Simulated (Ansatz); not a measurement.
`O[SiH](O)[SiH2][SiH3]` + H₂Te → `[SiH3][SiH2][TeH]` + `O[SiH2]O`  (cleavage of the Si–Si bond)

Computed with Ansatz on PBE0-D4/def2-TZVP structures; ΔE is electronic, products minus reactants. CCSD(T)/CBS is the MP2 limit (def2-TZVPP, def2-QZVPP) plus CCSD(T) − MP2 in def2-TZVPP, frozen cores. DFT in def2-TZVPP. B3LYP here is the variant with VWN-RPA as its local correlation; programs differ in this. Elements past krypton have def2 core potentials. For Te outer-core shells are correlated without core-valence functions, which leaves a few kJ/mol of doubt a bond. One conformer a species, not always the lowest.

```
             level  ΔE (kJ/mol)  difference from CCSD(T)/CBS
           PBE0-D4        -58.3                         10.6
          B3LYP-D4        -59.9                          9.0
           ωB97X-V        -59.5                          9.4
           ωB97M-V        -64.0                          4.9
               PBE        -54.0                         14.9
            r2SCAN        -60.6                          8.3
              PBE0        -59.6                          9.3
             B3LYP        -61.4                          7.5
     HF/def2-TZVPP        -73.8                         -4.9
    MP2/def2-TZVPP        -75.4                         -6.5
   CCSD/def2-TZVPP        -62.6                          6.3
     HF/def2-QZVPP        -74.6                         -5.7
    MP2/def2-QZVPP        -79.8                        -10.9
SCS-MP2/def2-QZVPP        -76.8                         -7.9
     MP2/CBS(def2)        -82.6                        -13.7
    CCSD/CBS(def2)        -69.7                         -0.8
       CCSD(T)/CBS        -68.9                            0
```

Largest T1 diagnostic among the species: 0.013.

From PBE to PBE0 (25 % exact exchange), in def2-TZVPP and without D4, ΔE moves by −5.5 kJ/mol.
